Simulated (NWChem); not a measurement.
The numbers come from NWChem runs, not from measurements. System: hydrogen iodide (HI), charge 0, spin multiplicity 1, at a geometry optimised with PBE/def2-SVP with def2 effective core potentials on I. Level: G0W0@PBE/def2-TZVPP with def2 effective core potentials on I, RI basis def2-tzvpp-rifit, no spin-orbit coupling.

NWChem printed:

```
             Northwest Computational Chemistry Package (NWChem) 7.3.0
             --------------------------------------------------------

                                NWChem Input Module
                                -------------------

 Scaling coordinates for geometry "geometry" by  1.889725989
 (inverse scale =  0.529177249)

 Turning off AUTOSYM since
 SYMMETRY directive was detected!

                             Geometry "geometry" -> ""
                             -------------------------

 Output coordinates in angstroms (scale by  1.889725989 to convert to a.u.)

  No.       Tag          Charge          X              Y              Z
 ---- ---------------- ---------- -------------- -------------- --------------
    1 I                   53.0000     0.00000000     0.00000000     0.03023700
    2 H                    1.0000     0.00000000     0.00000000    -1.60256200

 Effective nuclear repulsion energy (a.u.)      17.1768810472

            Nuclear Dipole moment (a.u.)
            ----------------------------
        X                 Y               Z
 ---------------- ---------------- ----------------
     0.0000000000     0.0000000000    -0.0000018897

      Symmetry information
      --------------------

 Group name             C2v
 Group number             16
 Group order               4
 No. of unique centers     2

      Symmetry unique atoms

     1    2


 Summary of "ao basis" -> "" (spherical)
 ------------------------------------------------------------------------------
       Tag                 Description            Shells   Functions and Types
 ---------------- ------------------------------  ------  ---------------------
 *                         def2-tzvpp                 on all atoms

 Summary of "ri basis" -> "" (spherical)
 ------------------------------------------------------------------------------
       Tag                 Description            Shells   Functions and Types
 ---------------- ------------------------------  ------  ---------------------
 *                      def2-tzvpp-rifit              on all atoms

  pbe96 is a nonlocal functional; adding pw91lda local functional.

                                 NWChem DFT Module
                                 -----------------

 Summary of "ao basis" -> "ao basis" (spherical)
 ------------------------------------------------------------------------------
       Tag                 Description            Shells   Functions and Types
[...]
   Bfn.  Coefficient  Atom+Function         Bfn.  Coefficient  Atom+Function
  ----- ------------  ---------------      ----- ------------  ---------------
    20      1.497183  1 I  py                17     -1.236506  1 I  py
    11      0.274350  1 I  py                33     -0.214416  1 I  d -1
    14     -0.086331  1 I  py                23      0.052307  1 I  d -1
     8      0.034080  1 I  py                58      0.028359  2 H  py

 center of mass
 --------------
 x =   0.00000000 y =   0.00000000 z =   0.03282778

 moments of inertia (a.u.)
 ------------------
           9.519469988566           0.000000000000           0.000000000000
           0.000000000000           9.519469988566           0.000000000000
           0.000000000000           0.000000000000           0.000000000000

     Multipole analysis of the density
     ---------------------------------

     L   x y z        total         alpha         beta         nuclear
     -   - - -        -----         -----         ----         -------
     0   0 0 0     -0.000000    -13.000000    -13.000000     26.000000

     1   1 0 0     -0.000000     -0.000000     -0.000000      0.000000
     1   0 1 0     -0.000000     -0.000000     -0.000000      0.000000
     1   0 0 1     -0.179066      0.710423      0.710423     -1.599912

     2   2 0 0    -21.384517    -10.692259    -10.692259      0.000000
     2   1 1 0     -0.000000     -0.000000     -0.000000      0.000000
     2   1 0 1      0.000000      0.000000      0.000000      0.000000
     2   0 2 0    -21.384517    -10.692259    -10.692259      0.000000
     2   0 1 1     -0.000000     -0.000000     -0.000000      0.000000
     2   0 0 2    -17.883094    -13.567971    -13.567971      9.252849

 Task  times  cpu:        3.0s     wall:        3.0s

                                NWChem Input Module
                                -------------------

                                 NWChem GW Module
                                 ----------------

                             ***********************
                             ***        GW       ***
                             ***********************

 Summary of "ri basis" -> "ri basis" (spherical)
 ------------------------------------------------------------------------------
       Tag                 Description            Shells   Functions and Types
 ---------------- ------------------------------  ------  ---------------------
 I                      def2-tzvpp-rifit            38      184   9s8p8d6f4g3h
 H                      def2-tzvpp-rifit            10       30   4s3p2d1f

                 Memory Information
                 ------------------
          Available GA per process is          1700.0 MBs
          Available stack per process is        700.0 MBs
          Available heap per process is           0.0 MBs

          Peak memory in Initialization
              Peak GA per process is                  1.9 MBs
              Peak stack per process is               0.0 MBs
              Peak heap per process is                2.2 MBs
              Memory not in MA per process            0.0 MBs

          Peak memory in AFF Calculation
              Peak GA per process is                  6.0 MBs
              Peak stack per process is               3.4 MBs
              Peak heap per process is                0.0 MBs
              Memory not in MA per process            3.4 MBs

          Computing 2-center integrals
          Computing Inverse Cholesky factor
          Computing 3-center integrals
          Computing V_xc ...

          Computing Sigma_x
          Computing RPA polarizability
          Solving quasiparticle equations

                  Alpha Orbitals
          State     Energy (eV)     Error (eV)
          -----------------------------------
@GW        10        -19.314           0.005
@GW        11        -13.670           0.003
@GW        12        -10.010           0.002
@GW        13        -10.010           0.002
@GW        14          1.238           0.002
@GW        15          5.611           0.002

   Applying  -3.2412 eV scissor-shift to rest of particle states

   Applying   3.0524 eV scissor-shift to rest of hole states

     GW Timing Statistics
   ------------------------
   Init.   :          0.1s
     ERIs  :          0.2s
     Distr.:          0.0s
     Vxc   :          0.0s
   Sigma_x :          0.0s
   RPA     :          0.1s
   Wmn     :          0.0s
   Sigma_c :          0.0s
   GW total:          0.4s

 Task  times  cpu:        0.4s     wall:        0.4s

 Total times  cpu:        3.3s     wall:        3.3s
```

Write an NWChem input that would produce this output.

This is not unique; one that fits is 
```
start mol
memory heap 200 mb stack 700 mb global 1700 mb
geometry units angstroms nocenter noautoz
  I      0.000000     0.000000     0.030237
  H      0.000000     0.000000    -1.602562
  symmetry group C2v
end
basis spherical
  * library def2-tzvpp
end
ecp
  I library def2-ecp
end
basis "ri basis" bse spherical
  * library def2-tzvpp-rifit
end
dft
  xc xpbe96 cpbe96
  iterations 100
  direct
  tolerances tight
end
task dft energy
gw
  states alpha occ 4 vir 2
end
task dft gw
```
